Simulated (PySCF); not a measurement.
Task: Give a PBE0-D3(BJ)/def2-SVP geometry of `CC#[N+][AlH2-][AsH2]`.

Result: 
```xyz
12
C2H7AlAsN angstrom
C     -2.479   -1.067    0.976
C     -1.412   -0.306    0.370
N     -0.546    0.292   -0.099
Al     1.125    1.236   -0.756
As     2.724   -0.087    0.592
H     -3.219   -0.386    1.420
H     -2.969   -1.694    0.217
H     -2.064   -1.713    1.764
H      1.005    0.971   -2.328
H      0.852    2.708   -0.188
H      3.830    0.943    0.380
H      3.193   -0.926   -0.594
```

Any rigid rotation of these coordinates is as good. Atoms count from 1 in this order. As5 (arsenic bonded to Al and 2 H) is pyramidal (angles 94.0°, 92.3° and 91.8°, sum 278.1°, 0.94 Å off the plane of its three neighbours). The 5 heavy atoms lie in one plane (0.009 Å rms). Al4 (aluminium bonded to As, N and 2 H) has angles from 96.2° to 119.7°.

Bonds between heavy atoms (Å): C1–C2 1.445, C2≡N3 1.152, N3–Al4 2.028, Al4–As5 2.475.

Method used: PBE0-D3(BJ)/def2-SVP geometry optimisation, gas phase (PySCF 2.14.0).

No PBE0-D3(BJ)/def2-SVP frequencies stand behind this structure, so it isn't proved a minimum. One conformer, not necessarily the lowest (N3–Al4–As5–H -163° and 104°).
